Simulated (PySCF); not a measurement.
W(O)3 cation (O3W), SMILES [O]=[W](=[O])=[O] (connectivity only; charge and spin as stated), charge +1, multiplicity 2. Atoms are numbered in the order given.

```xyz
4

W      0.0000     0.0000    -0.0028
O      0.0000     0.0000     1.8936
O      0.0000     1.4119    -0.9340
O      0.0000    -1.4119    -0.9340
```
Charge +1, spin multiplicity 2.

Geometry: B3LYP-D3(BJ)/def2-TZVP. The geometry has at least one imaginary mode, so it is a saddle point at that level. The multiplicity is an assumed one; other spin states were not compared. The isomer is the one that the SMILES or the coordinates give; other isomers of the formula were not compared. The def2 effective core potentials stand for the cores of W; spin–orbit coupling is left out.

Method: PySCF with r2SCAN/def2-TZVPD.

Mulliken values depend strongly on the basis, most of all with diffuse functions as here. ESP charges are fitted to the potential on shells at 1.4 to 2.0 van der Waals radii. Atomic charges (e):

| atom | Mulliken | ESP fit | Mulliken spin |
|---|---|---|---|
| W1 | 2.02 | … | -0.14 |
| O2 | -0.26 | … | 1.02 |
| O3 | -0.38 | … | 0.06 |
| O4 | -0.38 | … | 0.06 |

### Question
Some entries are withheld; supply them. (Estimate from the structure and the level; the computed values follow.)

### Answer

- W1, ESP fit: 1.90
- O2, ESP fit: -0.19
- O3, ESP fit: -0.35
- O4, ESP fit: -0.35
